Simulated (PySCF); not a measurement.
## Assigning NMR signals

Cartesian coordinates in Å; atom numbers follow the order of the lines, from 1:
```xyz
20

C    -2.105    0.782    0.317
C    -1.120   -0.311   -0.072
C    -0.284   -0.879    1.103
C     1.122   -0.641    0.550
C     0.968   -1.071   -0.916
C     0.036    0.150   -0.971
C     0.999    0.815    0.042
C     2.192    1.350   -0.540
N     3.143    1.791   -0.999
H    -1.609    1.613    0.813
H    -2.608    1.166   -0.569
H    -2.859    0.384    0.993
H    -1.676   -1.108   -0.575
H    -0.458   -0.335    2.032
H    -0.476   -1.936    1.283
H     1.965   -0.954    1.160
H     0.525   -2.047   -1.107
H     1.878   -0.948   -1.500
H    -0.219    0.640   -1.907
H     0.581    1.550    0.734
```

Theory: GFN2-xTB geometry, shieldings: GIAO PBE0/pcSseg-1, in PySCF 2.14 (a single conformation, no solvent, one averaged value for each set of equivalent atoms, non-relativistic).

Shifts are taken against calculated references (same method and geometry level): TMS for 13C (σref 186.93) and 1H (σref 31.72).

(1) Assign these signals to the numbered atoms. 13C{1H} NMR (computed): δ 126.8 (C), 52.3 (CH), 47.2 (CH), 41.3 (CH2), 37.6 (CH2), 37.1 (CH), 33.3 (CH), 20.6 (CH3).

(2) Assign these signals to the numbered atoms. 1H NMR (400 MHz, computed): δ 2.62 (m, 1H), 2.57 (m, 1H), 2.33 (m, 1H), 2.15 (m, 1H), 2.04 (m, 1H), 1.95 (m, 1H), 1.13 (m, 1H), 1.12 (d, 3H), 1.09 (m, 1H).

Results:

(1) 
126.8 → C8, nitrile carbon: C≡N carbons fall here, among the sp2 signals but without a proton
52.3 → C6, sp3 CH in a ring: a saturated carbon with 3 carbon neighbours and no heteroatom attached
47.2 → C4, sp3 CH in a ring
41.3 → C5, sp3 CH2 in a ring: aliphatic region, no heteroatom directly attached
37.6 → C3, sp3 CH2 in a ring
37.1 → C2, sp3 CH in a ring: a saturated carbon with 3 carbon neighbours and no heteroatom attached
33.3 → C7, sp3 CH α to a nitrile: saturated and bonded to C and H only
20.6 → C1, methyl carbon: a saturated carbon with 1 carbon neighbour and no heteroatom attached

C3 and C2 lie closer than the usual error of such a calculation, so a measured spectrum could show them in the other order.

(2) 
| δ (ppm) | atoms | environment | reason |
| --- | --- | --- | --- |
| 2.62 | H18 | hydrogen on an sp3 CH2 in a ring | – |
| 2.57 | H16 | hydrogen on an sp3 CH in a ring | – |
| 2.33 | H19 | hydrogen on an sp3 CH in a ring | – |
| 2.15 | H13 | hydrogen on an sp3 CH in a ring | – |
| 2.04 | H20 | hydrogen on an sp3 CH α to a nitrile | – |
| 1.95 | H15 | hydrogen on an sp3 CH2 in a ring | far from electronegative atoms and π systems |
| 1.13 | H17 | hydrogen on an sp3 CH2 in a ring | – |
| 1.12 | H10/H11/H12 | hydrogen on a methyl carbon | far from electronegative atoms and π systems |
| 1.09 | H14 | hydrogen on an sp3 CH2 in a ring | far from electronegative atoms and π systems |

H18 and H16; H13 and H20; H20 and H15; H17 and H10/H11/H12; H10/H11/H12 and H14 lie closer than the usual error of such a calculation, so a measured spectrum could show them in the other order.

Shifts are as computed. Against solution values, carbons near 30 ppm lie about +3 ppm off and those near 130 ppm about +5 ppm. Of 1211 compounds with measured shifts, 218 miss one by over three times the rms of a fit or turn the order of signals round; such compounds aren't used in these exercises. Multiplicities follow the n + 1 count of equivalent neighbours, as no J values were calculated; m marks all less simple cases, F and P coupling included.
